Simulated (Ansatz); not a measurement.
The molecule MgAl, multiplicity 2 (lowest of 2S+1 = 2, 4 at CCSD(T)/def2-TZVPP on PBE0 minima; our sources give no spin for the ground state, which may be another). The T1 diagnostic near the minimum is 0.067, so single-reference values are doubtful.

D_e counts from the fitted minimum to each atom's lowest state at the same level, without counterpoise.

Programs: Ansatz (Gaussian basis) for Hartree–Fock, density functionals and correlated methods. 

Task: What bond energy D_e does CAM-B3LYP/def2-TZVPP give?

Result: 4.9 kcal/mol

Task: What bond energy D_e does B3LYP/def2-TZVPP give?

Result: 7.2 kcal/mol

Task: What is the computed bond energy D_e (wB97X-V/def2-TZVPP)?

Result: 6.0 kcal/mol

Ansatz is a quantum-chemistry and plane-wave program.
